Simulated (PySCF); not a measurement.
# How far are cheaper levels from CCSD(T)/CBS for SrCl?

PySCF; the state is a doublet (σ ↑). The composite is CCSD(T) extrapolated to the basis-set limit from two correlation-consistent sets, with core-valence (CV) and scalar-relativistic (SR) terms as its label shows; it has no spin–orbit coupling and nothing beyond (T). Here it is CCSD(T)/CBS(DT). It gives Re = 2.589 Å, ωe = 299 cm⁻¹ and De = 4.19 eV to Sr + Cl.

| level | basis | relativity | Re (Å) | ωe (cm⁻¹) | De (eV) |
| --- | --- | --- | --- | --- | --- |
| UHF | def2-SVP | scalar-relativistic core potentials | 2.655 | 305 | 3.71 |
| UHF-MP2 | def2-SVP | scalar-relativistic core potentials | 2.619 | 315 | 3.97 |
| UHF-MP2 | x2c-TZVPPall | spin-free X2C | 2.571 | 306 | 4.28 |
| UHF-CCSD(T) | def2-SVP | scalar-relativistic core potentials | 2.622 | 314 | 3.75 |
| PBE | def2-SVP | scalar-relativistic core potentials | 2.589 | 312 | 4.45 |
| PBE | def2-SVPD | scalar-relativistic core potentials | 2.617 | 294 | 4.37 |
| r²SCAN | def2-SVP | scalar-relativistic core potentials | 2.598 | 314 | 4.69 |
| M06-L | x2c-TZVPPall | spin-free X2C | 2.583 | 302 | 4.30 |
| r²SCANh | def2-SVP | scalar-relativistic core potentials | 2.598 | 315 | 4.63 |
| PBE0 | def2-SVP | scalar-relativistic core potentials | 2.591 | 316 | 4.40 |

Problem. Give the difference of each row from the composite.

Solution. 

```
      level         basis  ΔRe (pm)  Δωe (%)  ΔDe (eV)
        UHF      def2-SVP      +6.6     +2.0     -0.48
    UHF-MP2      def2-SVP      +3.0     +5.4     -0.22
    UHF-MP2  x2c-TZVPPall      -1.8     +2.3     +0.09
UHF-CCSD(T)      def2-SVP      +3.3     +5.0     -0.44
        PBE      def2-SVP      +0.0     +4.3     +0.26
        PBE     def2-SVPD      +2.8     -1.7     +0.18
     r²SCAN      def2-SVP      +0.9     +5.0     +0.50
      M06-L  x2c-TZVPPall      -0.6     +1.0     +0.11
    r²SCANh      def2-SVP      +0.9     +5.4     +0.44
       PBE0      def2-SVP      +0.2     +5.7     +0.21
```

Problem. Which rows come closest in De?

Solution. UHF-MP2 in x2c-TZVPPall (+0.09 eV), counted from the composite.

Correlated steps freeze the inner cores (5 to 19 orbitals); shallow outer-core shells are correlated. Correlated levels converge slowly with the basis: in double zeta they bind strong bonds too weakly, by up to about 1 eV, and carry superposition errors of some tenths. Spin–orbit coupling is left out. The state was picked by a PBE0 search and need not be the measured ground state.
